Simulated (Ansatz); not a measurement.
Relaxation of CH₄B₂Cl (8 atoms, charge -1, multiplicity 1), to a largest force component of 0.02 eV/Å in at most 50 steps.

Method: RKS PBE-D4/STO-3G (Ansatz).

```xyz
8
Properties=species:S:1:pos:R:3:forces:R:3
B -0.325 1.374 -0.219 0.11 -0.05 0.23
B -0.125 -0.233 -0.331 0.02 -0.16 0.00
C 0.488 -1.121 0.631 -0.34 0.88 -0.40
Cl -0.754 -1.124 -1.895 -0.12 -0.01 -0.26
H -0.829 2.084 -1.034 0.05 -0.15 0.05
H 0.040 1.979 0.744 -0.03 -0.08 -0.11
H 0.893 -0.761 1.575 0.26 0.22 0.59
H 0.612 -2.198 0.530 0.05 -0.66 -0.11
```

Where does it end, and by what steps?

The run converged. Limits of this set-up: minimal basis, an anion without diffuse functions, the dipole of an ion depends on the origin. After 5 steps the energy has fallen by 0.032 eV; H7 moved furthest, 0.08 Å.

| step | energy less start (eV) | largest force component (eV/Å) | accepted |
| --- | --- | --- | --- |
| 0 | 0.0000 | 0.882 | yes |
| 1 | -0.0296 | 0.191 | yes |
| 2 | -0.0310 | 0.063 | yes |
| 3 | -0.0312 | 0.117 | yes |
| 4 | -0.0313 | 0.121 | yes |
| 5 | -0.0320 | 0.005 | yes |

```xyz
8
Properties=species:S:1:pos:R:3
B -0.316 1.344 -0.209
B -0.141 -0.252 -0.370
C 0.479 -1.090 0.623
Cl -0.776 -1.123 -1.949
H -0.818 2.077 -0.998
H 0.069 1.909 0.763
H 0.877 -0.679 1.570
H 0.627 -2.186 0.570
```

Whether the end is a true minimum wasn't checked by a vibrational analysis.

Time of the run: 15 s on 1 thread of Arm Neoverse N1, with other jobs on the host, peak memory 0.12 GiB.
